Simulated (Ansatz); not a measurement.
`[NH2][GeH2][NH2]`. Charge 0, multiplicity 1. Correlated methods include outer-core shells of Ge, which these sets cover unevenly. Scalar relativity is left out up to krypton.

Cartesian coordinates in Å:
```
N -0.223 1.272 -0.840
Ge 0.131 0.139 0.556
N -0.020 -1.529 -0.189
H 0.446 1.226 -1.596
H -0.372 2.237 -0.584
H -0.900 0.510 1.648
H 1.558 0.187 1.149
H 0.324 -2.288 0.381
H -0.946 -1.755 -0.524
```

Q: Give the diagnostics of a CCSD(T)/def2-TZVPP run (frozen core, Ansatz 0.2.0). (Best estimate.)

A: Ansatz gave: T1 = 0.0104, largest single amplitude 0.017, largest double 0.019, (T) share of the correlation energy 3.5 %, 9 CCSD cycles. The RHF solution is stable towards an unrestricted one. T1 lies under the customary mark of 0.02 for closed shells.
